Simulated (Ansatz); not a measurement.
Born–Oppenheimer molecular dynamics of H$_{6}$O$_{4}$Si$_{2}$ (12 atoms, charge 0, multiplicity 1). It starts from a relaxed structure.

All numbers below come from RKS BHLYP/STO-3G (Ansatz 0.2.0).

```yaml
ensemble: NVT, Langevin thermostat
time_step: 0.25 fs
steps_asked: 100
set_temperature: 500 K
friction: 0.005 /fs
seed: 441649
```

First frame:

```xyz
12
Properties=species:S:1:pos:R:3
Si -0.237 -0.137 0.070
O -0.401 -0.143 1.734
H -0.578 0.797 2.023
O 1.302 0.175 -0.505
H 1.777 -0.704 -0.570
O -1.199 1.103 -0.506
H -0.761 1.447 -1.338
O -0.659 -1.643 -0.424
Si -1.647 -2.670 0.449
H -0.963 -3.214 1.587
H -2.844 -2.016 0.897
H -2.005 -3.745 -0.429
```

(1) What does the run give?

(2) What happens to the structure?

(3) How do temperature and energy run in time?

Results:

(1) All steps were run.

```json
{
 "steps done": "100",
 "time covered": "25 fs",
 "mean temperature over the second half": "291 K",
 "spread of the potential energy over the second half": "6.1 meV per atom",
 "mean potential energy of the second half above the start": "22.3 meV per atom"
}
```

The mean temperature of the second half is 42 % below the set value. A run of 0.025 ps of so small a system gives no equilibrium averages. Limits of this set-up: minimal basis.

(2) The same pairs are bonded in the first frame and the last. Pairs count as bonded within 1.25 times the sum of covalent radii (0.12 Å more for H–H). Another seed would give other details.

(3) 
```json
{"time (fs)": "0", "T (K)": "458", "potential energy less start (eV)": "0.000"}
{"time (fs)": "0.75", "T (K)": "422", "potential energy less start (eV)": "0.028"}
{"time (fs)": "1.5", "T (K)": "375", "potential energy less start (eV)": "0.090"}
{"time (fs)": "2.25", "T (K)": "342", "potential energy less start (eV)": "0.139"}
{"time (fs)": "3", "T (K)": "321", "potential energy less start (eV)": "0.155"}
{"time (fs)": "3.75", "T (K)": "299", "potential energy less start (eV)": "0.175"}
{"time (fs)": "4.5", "T (K)": "294", "potential energy less start (eV)": "0.228"}
{"time (fs)": "5.25", "T (K)": "245", "potential energy less start (eV)": "0.306"}
{"time (fs)": "6", "T (K)": "197", "potential energy less start (eV)": "0.368"}
{"time (fs)": "6.75", "T (K)": "186", "potential energy less start (eV)": "0.389"}
{"time (fs)": "7.5", "T (K)": "190", "potential energy less start (eV)": "0.374"}
{"time (fs)": "8.25", "T (K)": "231", "potential energy less start (eV)": "0.347"}
{"time (fs)": "9", "T (K)": "231", "potential energy less start (eV)": "0.348"}
{"time (fs)": "9.75", "T (K)": "233", "potential energy less start (eV)": "0.360"}
{"time (fs)": "10.5", "T (K)": "261", "potential energy less start (eV)": "0.331"}
{"time (fs)": "11.25", "T (K)": "302", "potential energy less start (eV)": "0.257"}
{"time (fs)": "12", "T (K)": "333", "potential energy less start (eV)": "0.196"}
{"time (fs)": "12.75", "T (K)": "337", "potential energy less start (eV)": "0.191"}
{"time (fs)": "13.5", "T (K)": "307", "potential energy less start (eV)": "0.220"}
{"time (fs)": "14.25", "T (K)": "321", "potential energy less start (eV)": "0.231"}
{"time (fs)": "15", "T (K)": "332", "potential energy less start (eV)": "0.211"}
{"time (fs)": "15.75", "T (K)": "353", "potential energy less start (eV)": "0.176"}
{"time (fs)": "16.5", "T (K)": "366", "potential energy less start (eV)": "0.157"}
{"time (fs)": "17.25", "T (K)": "340", "potential energy less start (eV)": "0.186"}
{"time (fs)": "18", "T (K)": "313", "potential energy less start (eV)": "0.241"}
{"time (fs)": "18.75", "T (K)": "288", "potential energy less start (eV)": "0.273"}
{"time (fs)": "19.5", "T (K)": "284", "potential energy less start (eV)": "0.272"}
{"time (fs)": "20.25", "T (K)": "276", "potential energy less start (eV)": "0.270"}
{"time (fs)": "21", "T (K)": "270", "potential energy less start (eV)": "0.302"}
{"time (fs)": "21.75", "T (K)": "241", "potential energy less start (eV)": "0.360"}
{"time (fs)": "22.5", "T (K)": "206", "potential energy less start (eV)": "0.402"}
{"time (fs)": "23.25", "T (K)": "210", "potential energy less start (eV)": "0.390"}
{"time (fs)": "24", "T (K)": "238", "potential energy less start (eV)": "0.347"}
{"time (fs)": "24.75", "T (K)": "257", "potential energy less start (eV)": "0.316"}
```

Run time: 5.2 min on 1 thread of Arm Neoverse V1 (shared host), peak memory 0.12 GiB.
